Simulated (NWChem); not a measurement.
System: CH7AlOSi; SMILES [CH3][AlH][O][SiH3]

The following NWChem deck was run.

```
start job
memory heap 200 mb stack 900 mb global 1100 mb
geometry units angstroms noautosym nocenter noautoz
  Al    -0.532084     1.151650     0.274474
  H     -2.012326     1.420677     0.778738
  C      0.742585     2.571923    -0.105505
  H      0.912372     3.194947     0.789471
  H      0.351872     3.250486    -0.883232
  H      1.718502     2.192348    -0.445107
  O     -0.082498    -0.480636     0.070383
  Si     0.188691    -2.096589    -0.073831
  H     -1.030406    -2.880150     0.297434
  H      1.309258    -2.515720     0.823409
  H      0.555727    -2.436404    -1.483157
end
basis spherical
  * library 6-31g*
end
dft
  xc xcamb88 1.00 lyp 0.81 vwn_5 0.19 hfexch 1.00
  cam 0.33 cam_alpha 0.19 cam_beta 0.46
  iterations 150
end
property
  efieldgrad
end
task dft property
```

Coordinates come from a PBE0/def2-SVP optimisation.

Vzz is the largest principal value of the second derivative of the potential at the nucleus (NWChem prints the opposite sign); η is the asymmetry. Non-relativistic.

Atoms are numbered as in the input.

What results follow from this input? (CAM-B3LYP/6-31G* (spherical d).) Quantities: Vzz Al1 (a.u.); η Al1; Vzz O7 (a.u.); η O7.


```
Item            Value
--------------  -----
Vzz Al1 (a.u.)  0.991
η Al1            0.35
Vzz O7 (a.u.)   0.783
η O7             0.45
```
